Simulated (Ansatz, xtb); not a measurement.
BClHN2+: which of two isomers lies lower

We compare I, `N#[N+]BCl`, a singlet, with II, `ClB1N=[NH+]1`, a singlet. Both are isolated ions in the gas phase, relaxed with PBE-D3(BJ)/def2-SVP.

I (Å):

```xyz
5

B    -2.0345    0.2491    0.4337
Cl   -1.7476   -1.0144   -0.6349
N    -4.5145    0.3305    1.4856
N    -3.4960    0.2783    1.0392
H    -1.3556    1.1522    0.8447
```

II (Å):

```
atom    x (Å)    y (Å)    z (Å)
   B  -3.1403   0.2829   1.0565
  Cl  -4.2390  -0.1764   2.2115
   N  -2.5035   1.2321   0.0946
   N  -2.0212   0.0572   0.1771
   H  -1.2081  -0.3323  -0.3653
```

Q: Estimate which is lower in electronic energy at CCSD(T)/def2-TZVPP, and by roughly how much.

A: The CCSD(T)/def2-TZVPP calculation puts structure I lower, by 34.7 kcal/mol.

The same difference at several levels:

```json
{"level": "GFN2-xTB", "geometry": "GFN2-xTB", "E(II) − E(I) (kcal/mol)": "+26.4", "departure from the last row (kcal/mol)": "−8.3", "job, with rough time for the two": "optimisation, 0.33 s"}
{"level": "HF/STO-3G", "geometry": "GFN2-xTB", "E(II) − E(I) (kcal/mol)": "+20.5", "departure from the last row (kcal/mol)": "−14.2", "job, with rough time for the two": "single point, 0.72 s"}
{"level": "r2SCAN-D4/def2-SVP", "geometry": "GFN2-xTB", "E(II) − E(I) (kcal/mol)": "+23.1", "departure from the last row (kcal/mol)": "−11.6", "job, with rough time for the two": "single point, 5.4 s"}
{"level": "PBE-D3(BJ)/def2-SVP", "geometry": "PBE-D3(BJ)/def2-SVP", "E(II) − E(I) (kcal/mol)": "+24.8", "departure from the last row (kcal/mol)": "−9.9", "job, with rough time for the two": "optimisation, 37 s"}
{"level": "HF/def2-TZVPP", "geometry": "PBE-D3(BJ)/def2-SVP", "E(II) − E(I) (kcal/mol)": "+35.2", "departure from the last row (kcal/mol)": "+0.5", "job, with rough time for the two": "part of the CCSD(T) run"}
{"level": "MP2/def2-TZVPP", "geometry": "PBE-D3(BJ)/def2-SVP", "E(II) − E(I) (kcal/mol)": "+37.9", "departure from the last row (kcal/mol)": "+3.2", "job, with rough time for the two": "part of the CCSD(T) run"}
{"level": "CCSD(T)/def2-TZVPP", "geometry": "PBE-D3(BJ)/def2-SVP", "E(II) − E(I) (kcal/mol)": "+34.7", "departure from the last row (kcal/mol)": "", "job, with rough time for the two": "single point, 2.1 min"}
```

As drawn, II has 1 B–N, 1 N=N, 1 N–H in place of 1 N≡N, 1 B–H. Structure I has no ring, II a 3-membered ring.

The levels shown agree on the order. The largest departure from CCSD(T)/def2-TZVPP is that of HF/STO-3G, 14.2 kcal/mol.

With harmonic frequencies from PBE-D3(BJ)/def2-SVP (ideal gas, rigid rotor, one conformer each, 298.15 K, 1 atm): on the last row, ΔE + ΔZPE = +36.3, ΔH = +35.9, ΔG = +36.8 kcal/mol.

The correlated steps freeze 8 core orbitals. Run with Ansatz 0.2.0, xtb 6.7.1; the last row on 1 thread of AMD EPYC (Zen 3) on a shared host.
